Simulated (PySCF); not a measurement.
Isomers of C5H9FOSi.

All values: CAM-B3LYP/def2-SVPD (PySCF) at GFN2-xTB geometries, gas phase, one conformer each. Core orbitals are frozen in the response; Δα² is half the sum of the squared differences of the principal polarisabilities.

(1) Rank by dipole moment, highest first.
A. `[CH2:1]=[C:2]1[CH2:3][O:4][C@@H:5]([F:6])[CH2:7][SiH2:8]1` with C1–C2–C3–O4 -130°, C2–C3–O4–C5 -65°, C3–O4–C5–F6 -54°, O4–C5–C7–Si8 -56°
B. `[F:1][C:2]([CH2:3][SiH3:4])=[C:5]1[CH2:6][O:7][CH2:8]1` with F1–C2–C3–Si4 -71°
C. `[F:1][CH2:2][SiH2:3][O:4][C@:5]12[CH2:6][C@H:7]1[CH2:8]2` with F1–C2–Si3–O4 -69°, C2–Si3–O4–C5 56°, Si3–O4–C5–C6 34°
D. `[CH3:1][CH2:2][O:3][C:4]1=[CH:5][C@H:6]([F:7])[SiH2:8]1` with C1–C2–O3–C4 -179°, C2–O3–C4–C5 2°

(2) Rank by mean static polarisability, highest first.
A. `[CH2:1]=[C:2]1[CH2:3][O:4][C@@H:5]([F:6])[CH2:7][SiH2:8]1` with C1–C2–C3–O4 -130°, C2–C3–O4–C5 -65°, C3–O4–C5–F6 -54°, O4–C5–C7–Si8 -56°
B. `[F:1][CH2:2][SiH2:3][O:4][C@:5]12[CH2:6][C@H:7]1[CH2:8]2` with F1–C2–Si3–O4 -69°, C2–Si3–O4–C5 56°, Si3–O4–C5–C6 34°
C. `[O:1]=[C:2](/[CH:3]=[CH:4]/[F:5])[CH2:6][CH2:7][SiH3:8]` with O1–C2–C3–C4 2°, O1–C2–C6–C7 -2°, C2–C6–C7–Si8 -68°

Answers

(1) D (2.60 D), B (2.11 D), A (1.56 D), C (1.39 D).

(2) C (13.45 Å³), A (12.93 Å³), B (12.24 Å³).

All values together:

```
                  SMILES  μ (D)  HOMO (eV)  LUMO (eV)  α (Å³)  Δα (Å³)
      C[SiH2]C(F)=C1COC1   1.98      -8.40       0.52   13.23     4.67
      FC(C[SiH3])=C1COC1   2.11      -8.09       0.87   13.43     5.49
 C=C1CO[C@@H](F)C[SiH2]1   1.56      -9.10       0.64   12.93     4.29
  CCOC1=C[C@H](F)[SiH2]1   2.60      -8.40       0.83   13.37     4.70
     O=C(/C=C/F)CC[SiH3]   2.18      -9.13      -0.65   13.45     5.64
 C=C[C@@](F)(C=O)C[SiH3]   1.48      -9.32      -0.43   12.99     3.06
FC[SiH2]O[C@]12C[C@H]1C2   1.39      -7.89       1.20   12.24     1.89
```

Conformers: `[CH3:1][SiH2:2][C:3]([F:4])=[C:5]1[CH2:6][O:7][CH2:8]1` with C1–Si2–C3–F4 96°; `[F:1][C:2]([CH2:3][SiH3:4])=[C:5]1[CH2:6][O:7][CH2:8]1` with F1–C2–C3–Si4 -71°; `[CH2:1]=[C:2]1[CH2:3][O:4][C@@H:5]([F:6])[CH2:7][SiH2:8]1` with C1–C2–C3–O4 -130°, C2–C3–O4–C5 -65°, C3–O4–C5–F6 -54°, O4–C5–C7–Si8 -56°; `[CH3:1][CH2:2][O:3][C:4]1=[CH:5][C@H:6]([F:7])[SiH2:8]1` with C1–C2–O3–C4 -179°, C2–O3–C4–C5 2°; `[O:1]=[C:2](/[CH:3]=[CH:4]/[F:5])[CH2:6][CH2:7][SiH3:8]` with O1–C2–C3–C4 2°, O1–C2–C6–C7 -2°, C2–C6–C7–Si8 -68°; `[CH2:1]=[CH:2][C@@:3]([F:4])([CH:5]=[O:6])[CH2:7][SiH3:8]` with C1–C2–C3–F4 -80°, C2–C3–C5–O6 82°, C2–C3–C7–Si8 -69°; `[F:1][CH2:2][SiH2:3][O:4][C@:5]12[CH2:6][C@H:7]1[CH2:8]2` with F1–C2–Si3–O4 -69°, C2–Si3–O4–C5 56°, Si3–O4–C5–C6 34°.
